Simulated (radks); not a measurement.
Results of a calculation; reference values are marked as such.
Q: Ionisation of Cl+, [Ne] 3s2 3p4, to Cl2+, [Ne] 3s2 3p3, under several functionals. Scalar-relativistic Kohn-Sham, spin-polarised, spherical densities, finite nucleus; open shells are filled with parallel spins first; a radial shooting solver on a logarithmic mesh with Libxc functionals. The NIST Atomic Spectra Database gives 23.814 eV (measured). Rank these functionals by the error of their Delta-SCF ionisation energy: exchange-only PBE; SOGGA; exchange-only B88; revPBE; OLYP; B86b exchange with PBE correlation; PBE; BP86.

A: From best to worst: BP86 23.822 eV (+0.008); B86b exchange with PBE correlation 23.666 eV (-0.148); PBE 23.628 eV (-0.186); revPBE 23.560 eV (-0.254); OLYP 23.485 eV (-0.328); SOGGA 23.476 eV (-0.337); exchange-only B88 22.278 eV (-1.536); exchange-only PBE 22.276 eV (-1.538). Open shells are spherical and high-spin; term and fine-structure splittings are not resolved.
